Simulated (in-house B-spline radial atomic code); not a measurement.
Ionisation energies along the 60-electron series, configuration [Kr] 4d10 4f12 5s2, as differences of self-consistent energies. NIST's values go from ground level to ground level; the uncertainty of those that are theory runs from under 0.1 % in few-electron ions to several per cent in heavy many-electron ones. Computed with a radial B-spline atomic code at the basis-set limit: non-relativistic Hartree-Fock, average of the configuration, point nuclei.

This level leaves out relativity, spin-orbit splitting included, which matters for heavy ions.

```
  ion  configuration after  ionisation energy (eV)  IE/(q+1)² (eV)  -ε less Coulomb ΔSCF (eV)  tabulated value (eV)    tabulated kind  computed minus tabulated (eV)
Yb10+   [Kr] 4d10 4f11 5s2                   189.7          1.5678                     4.3672                   209  tabulated theory                          -19.3
Lu11+   [Kr] 4d10 4f11 5s2                   223.1          1.5491                     3.0505                   238  tabulated theory                          -14.9
Hf12+   [Kr] 4d10 4f11 5s2                   258.5          1.5294                          -                   270  tabulated theory                          -11.5
Ta13+   [Kr] 4d10 4f11 5s2                   295.9          1.5097                          -                   304  tabulated theory                           -8.1
 W14+   [Kr] 4d10 4f11 5s2                   335.3          1.4901                          -                 325.3    semi-empirical                           10.0
```
